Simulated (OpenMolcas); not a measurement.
Ir6+ (d3) among equal point charges was computed by CASSCF with the d shell active (OpenMolcas, ANO-RCC-VDZP on the metal). Its lowest spin-free states, and all those of the highest spin:

| 2S+1 | Degeneracy | E (cm-1) |
| --- | --- | --- |
| 4 | 1 | 0.0 |
| 4 | 2 | 3953 |
| 4 | 1 | 5520 |
| 4 | 1 | 12548 |
| 4 | 2 | 15354 |
| 2 | 2 | 15362 |
| 2 | 1 | 16882 |
| 2 | 1 | 18550 |
| 2 | 1 | 18982 |
| 2 | 2 | 19965 |
| 2 | 2 | 22297 |
| 2 | 1 | 22387 |
| 4 | 2 | 25298 |
| 4 | 1 | 33849 |

Task: Is the site octahedral, tetrahedral or cube-like, axial, or of lower symmetry?

Result: The states with 2S+1 = 4 have orbital degeneracies 1, 2, 1, 1, 2, 2, 1. There are pairs but no triples, so the site is axial: not cubic, but with a proper or improper axis of order three or more. The run had Ir6+ among 6 point charges of -1.7 e arranged as a tetragonal octahedron (D4h), 2.05 Å from the ion, with the axial distance 1.660 Å.

Spin-orbit coupling mixes the spin-free states strongly: the lowest level takes only 32 % from its leading state, 4E, which lies 3953 cm-1 above the lowest spin-free state. Without dynamic correlation the repulsion within the d shell is too large (B by tens of per cent), so at a given field states of lower spin stand too high. Point charges carry no covalency, so the field is a model and not that of real ligands. No measured value stands beside these numbers.
